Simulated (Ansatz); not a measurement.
Isolated molecules relaxed with PBE0-D4/def2-TZVP in Ansatz; ΔE leaves out vibrations. CCSD(T)/CBS adds triple-zeta CCSD(T) − MP2 to the extrapolated MP2 energy (def2 sets, frozen cores). This one scheme is used for every species. Functionals use def2-TZVPP. B3LYP here is the variant with VWN-RPA as its local correlation; programs differ in this. Each species was taken in one conformer, which may not be the lowest.

Reaction (cleavage of the Al–Si bond): `C=C(C)[SiH2][AlH2]` + `O[SiH](O)[SiH3]` → `O[SiH]([SiH3])[O][AlH2]` + `C=C(C)[SiH3]`

**Question.** Is it downhill or uphill in electronic energy at CCSD(T)/CBS, and by how much? (Best estimate.)

**Answer.** The calculation gave: Downhill: ΔE = -163.5 kJ/mol.

**Question.** What do these levels give: PBE-D4, PBE0-D4, BLYP, B3LYP, HF/def2-SVP, MP2/def2-SVP, CCSD/def2-SVP, HF/def2-TZVPP, CCSD(T)/def2-TZVPP, HF/def2-QZVPP, SCS-MP2/def2-QZVPP, CCSD/CBS(def2)? (An estimate is asked.)

**Answer.** Computed: PBE-D4 -137.4, PBE0-D4 -144.7, BLYP -161.9, B3LYP -166.4, HF/def2-SVP -188.1, MP2/def2-SVP -177.5, CCSD/def2-SVP -172.6, HF/def2-TZVPP -186.6, CCSD(T)/def2-TZVPP -163.7, HF/def2-QZVPP -189.2, SCS-MP2/def2-QZVPP -176.4, CCSD/CBS(def2) -166.9 kJ/mol.

Largest T1 diagnostic among the species: 0.013.

In def2-TZVPP, CCSD(T) changes the Hartree–Fock value by +22.9 kJ/mol (the triples alone add +3.4 kJ/mol) and MP2 by +14.3 kJ/mol. At CCSD(T), def2-SVP lies −6.6 kJ/mol from the extrapolated value and def2-TZVPP −0.2 kJ/mol.
